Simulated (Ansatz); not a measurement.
A geometry relaxed with B3LYP-D3(BJ)/def2-TZVP run with Ansatz (a program for electronic structure), charge 0, multiplicity 2:

```xyz
3

Al    -0.0010     0.8404     0.0000
I      2.1748    -0.4176     0.0000
I     -2.1738    -0.4228     0.0000
```

Problem. Write the SMILES of this molecule.

Solution. `[I][Al][I]`
